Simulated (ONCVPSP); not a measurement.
**Transferability test, ONCV potential for Rh (Z = 45)**

- Element: rhodium
- Generator: ONCVPSP 4.0.1
- Type: optimised norm-conserving Vanderbilt (ONCV)
- Functional: LDA (Perdew-Zunger)
- Relativity: non-relativistic
- Frozen core: [Kr]
- Valence charge: 9
- Reference configuration: 4d7 (charge +2)
- Partial waves: s scattering state at 0.17 Ha: rc 1.85 bohr, ncon 4, nbas 9, qcut 3.4 1/bohr, 1 projector; p scattering state at 0.1 Ha: rc 1.95 bohr, ncon 3, nbas 7, qcut 4.2 1/bohr, 2 projectors, debl 2.1 Ha; 4d: rc 1.90 bohr, ncon 4, nbas 9, qcut 8.1 1/bohr, 2 projectors, debl 0.6 Ha
- Local potential: polynomial inside 1.40 bohr (lpopt 5, dvloc0 3 Ha)
- Core correction: Teter function, fcfact 3.25, rcfact 1.6

In the s channel the program set the typed energies aside and used 0.050 Ha. In the p channel the program set the typed energies aside and used 0.050, 2.150 Ha. In the d channel the program set the typed energies aside and used -0.967, 0.250 Ha.

Energies are relative to the spin-unpolarised reference configuration 4d7; without spin polarisation the order of configurations can differ from experiment.

```
valence configuration  charge  ΔE all-electron (eV)  error AE − PS (meV)
                  4d8      +1               -20.035                  -87
                  4d6      +3                33.144                 -150
              4d7 5s2       0               -24.071                 +222
```

Q: What are ΔE and the potential's error for 4d8 5s1?

A: ΔE = -27.315 eV all-electron; the error (AE − PS) is +47 meV.

Note: ghosts flagged at negative energy: p at -72.4 eV (a further GHOST(-) flag falls on a real empty level of the atom); no localised positive-energy state flagged. A true bound ghost makes a file unfit for plane-wave use.
